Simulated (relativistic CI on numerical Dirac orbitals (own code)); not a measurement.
One change at a time: Xe¹⁵⁺

Base calculation: Dirac-Coulomb-Breit CI, KLI orbitals optimised for each configuration, QED by a radiative potential, unscaled Slater integrals.

CI space (outside the closed core [Ar] 3d10): 4s²4p⁶4d³, 4s²4p⁵4d⁴, 4s²4p⁶4d²4f, 4s4p⁶4d⁴, 4s²4p⁶4d²5s, 4s²4p⁶4d²5p, 4s4p⁶4d³4f, 4s²4p⁶4d4f5s, 4s²4p⁶4d²5d, 4s²4p⁶4d5s5p, 4s²4p⁶4d4f², 4s²4p⁶4f³, 4s²4p⁶4f²5s, 4s²4p⁶4f²5p, 4s4p⁶4d4f³, 4p⁶4d⁵, 4p⁵4d⁶, 4s²4p⁶4d5s², 4s²4p⁶4f5s², 4s²4p⁶5s²5p, 4s4p⁶4d4f5s². Double excitations out of closed p, d and f shells are left out; levels of such configurations are missing from the list, as are those of other unlisted configurations, and high levels can miss mixing partners. These lack a partner that the ground configuration has and come out too high: 4s²4p⁶4d²5d.

The lowest level and the first level of each name with at least 55 % of one term (blank where a level has no safe partner in the second run):

| Level | Base (cm⁻¹) | Shift (cm⁻¹) |
| --- | --- | --- |
| 4s²4p⁶4d³ ⁴F3/2 | 0 | 0 |
| 4s²4p⁶4d³ ⁴F5/2 | 11359 | -415 |
| 4s²4p⁶4d³ ⁴F7/2 | 21118 | -491 |
| 4s²4p⁶4d³ ⁴F9/2 | 28376 | -480 |
| 4s²4p⁶4d³ ⁴P1/2 | 33452 | +2757 |
| 4s²4p⁶4d³ ²G7/2 | 46241 | +161 |
| 4s²4p⁶4d³ ⁴P5/2 | 47327 | +3064 |
| 4s²4p⁶4d³ ²H9/2 | 48799 | -1113 |
| 4s²4p⁶4d³ ²P1/2 | 58493 | +2442 |
| 4s²4p⁶4d³ ²H11/2 | 66428 | -1763 |
| 4s²4p⁶4d³ ²D5/2 | 67419 | +3890 |
| 4s²4p⁶4d³ ²P3/2 | 79518 | +2913 |
| 4s²4p⁶4d³ ²F5/2 | 82274 | +3300 |
| 4s²4p⁶4d³ ²F7/2 | 83385 | +2755 |
| 4s²4p⁵4d⁴ ⁶D°5/2 | 630205 | -520 |
| 4s²4p⁵4d⁴ ⁶D°7/2 | 630836 | -338 |
| 4s²4p⁵4d⁴ ⁶D°3/2 | 632587 | -488 |
| 4s²4p⁵4d⁴ ⁶D°9/2 | 634803 | -129 |
| 4s²4p⁵4d⁴ ⁶D°1/2 | 642812 | -737 |
| 4s²4p⁵4d⁴ ⁶F°11/2 | 661235 | +1139 |
| 4s²4p⁵4d⁴ ⁴D°1/2 | 678530 | -557 |
| 4s²4p⁵4d⁴ ⁴G°5/2 | 685781 |  |

At this charge energies of transitions that change n are usually good to better than 1 %, and those within a shell (Δn = 0) to a few per cent. Terms inside the open d or f shell come out 10 to 20 % too wide with unscaled integrals. Levels and lines within the n = 5 or 6 shells can be off by up to 10 % or somewhat more, and those that change n by about 2 %, since core polarisation is missing.

Q: One thing was changed in a second run, which moved the levels as shown. Which?
A. Breit term removed
B. one mean potential for all configurations
C. P86 correlation estimate
D. QED terms removed
E. configuration mixing switched off

A: E. Configuration mixing switched off. Without mixing, levels that were pushed by configurations of the same parity and J return to their single-configuration places.

LS names give the leading component of a level, which can be under half, so a name can repeat, a term be missing and a line seem to break the LS rules.
